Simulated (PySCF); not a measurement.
# Krypton: a sound run and one with changed settings

Sound run: Kr [Kr], Kr⁺ [Ar] 3d10 4s2 4p5. Computed with PySCF 2.14 in aug-cc-pVDZ-PP with ECP10MDF, with a scalar-relativistic core potential. In the sound run the correlated levels freeze 3s2 3p6 3d10 outside the core potential. The sound run starts from symmetry-adapted Hartree-Fock orbitals and uses a fine grid where one is needed.

Changed run: a valence shell is frozen. This setting is unsound on purpose.

| species | method | sound run (hartree) | changed run (hartree) | converged |
| --- | --- | --- | --- | --- |
| Kr | MP2 | -462.30695 | -462.28299 | yes |
| Kr | CCSD(T) | -462.31929 | -462.29283 | yes |
| Kr⁺ | MP2 | -461.79401 | -461.76362 | yes |
| Kr⁺ | CCSD(T) | -461.80957 | -461.77379 | yes |

Ionisation energy of Kr:

| method | sound run (eV) | changed run (eV) |
| --- | --- | --- |
| UHF | 13.151 | 13.151 |
| MP2 | 13.958 | 14.133 |
| SCS-MP2 | 13.877 | 14.088 |
| CCSD | 13.851 | 14.106 |
| CCSD(T) | 13.870 | 14.124 |

Freezing a valence shell removes pair correlation that changes on ionisation.

For comparison, NIST gives 14.000 eV between the lowest levels.
